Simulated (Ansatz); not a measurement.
A set of 12 reactions (ligand exchange), with CCSD(T)/CBS values in kJ/mol:

```tsv
reaction	ΔE
`C[NH][InH][OH]` + H₂S → `[OH][InH][SH]` + CH₃NH₂	-81.2
`[SH][SnH]([Cl])[Cl]` + HBr → `[Cl][SnH]([Cl])[Br]` + H₂S	-39.6
`[NH2][InH][OH]` + HCl → `[OH][InH][Cl]` + NH₃	-111.8
`CO[Si](F)(F)F` + `CO[Si](S)(Cl)Cl` → `CO[Si](F)(F)S[Si](Cl)(Cl)OC` + H–F	84.5
`BN(C)BC` + `C[SiH](F)P` → `BP[SiH](C)F` + `CBNC`	56.9
`C[O][W](=[O])([F])=[S]` + NH₃ → `C[O][W]([NH2])(=[O])=[S]` + H–F	41.2
`OBCl` + H₂S → `OBS` + HCl	24.7
`C[SiH2]B(N)F` + H₂Se → `NB(F)[SeH]` + `C[SiH3]`	-73.3
`BC[SiH2]S` + `O[SiH2]O` → `O[SiH2]O[SiH2]S` + `BC`	-101.8
`[OH][SnH]([Cl])[SiH2]F` + NH₃ → `[NH2][SnH]([OH])[SiH2]F` + HCl	99.8
`[OH][Al]([Br])[O][SiH3]` + `NC[SiH2]S` → `NC[SiH2]S[SiH3]` + `[OH][Al]([OH])[Br]`	44.3
`BN(C)CC` + HCl → `BCl` + `CCNC`	61.6
```

Isolated molecules relaxed with PBE0-D4/def2-TZVP in Ansatz; ΔE leaves out vibrations. CBS: MP2 limit from def2 TZ/QZ plus the TZ coupled-cluster correction, frozen cores. This one scheme is used for every species. Functionals use def2-TZVPP. B3LYP here is the variant with VWN-RPA as its local correlation; programs differ in this. def2 core potentials past Kr. For Br, In, Se, Sn, W outer-core shells are correlated without core-valence functions, which leaves a few kJ/mol of doubt a bond. Scalar relativity is left out up to krypton. One conformer a species, not always the lowest.

(1) Give the mean, mean absolute and largest difference (level minus CCSD(T)/CBS, kJ/mol) for: PBE0-D4, B3LYP-D4, ωB97X-V, ωB97M-V, B2PLYP, PBE, MP2/def2-TZVPP, SCS-MP2/def2-TZVPP, CCSD(T)/def2-TZVPP, HF/def2-QZVPP, SCS-MP2/def2-QZVPP, HF/CBS(def2), MP2/CBS(def2), CCSD/CBS(def2). (Estimate.)

The largest T1 diagnostic in the set is 0.022, for `C[O][W](=[O])([F])=[S]` (customary mark 0.02).

CCSD(T)/CBS is a level of theory with its own doubt, and the functionals carry their triple-zeta basis error, so these figures describe this set and don't rank the functionals.

Answers

(1) Ansatz gave: 
```tsv
level	mean	mean absolute	largest
PBE0-D4	-2.6	6.8	-13.7
B3LYP-D4	0.0	3.8	11.9
ωB97X-V	0.6	3.1	14.5
ωB97M-V	0.7	3.0	11.5
B2PLYP	1.6	4.6	13.5
PBE	-0.3	8.2	16.9
MP2/def2-TZVPP	-0.7	2.3	-8.5
SCS-MP2/def2-TZVPP	1.1	3.8	7.8
CCSD(T)/def2-TZVPP	1.1	2.0	-5.9
HF/def2-QZVPP	2.0	18.5	39.3
SCS-MP2/def2-QZVPP	0.8	3.1	6.6
HF/CBS(def2)	2.1	18.6	39.8
MP2/CBS(def2)	-1.8	2.5	-9.1
CCSD/CBS(def2)	0.5	2.4	6.4
```
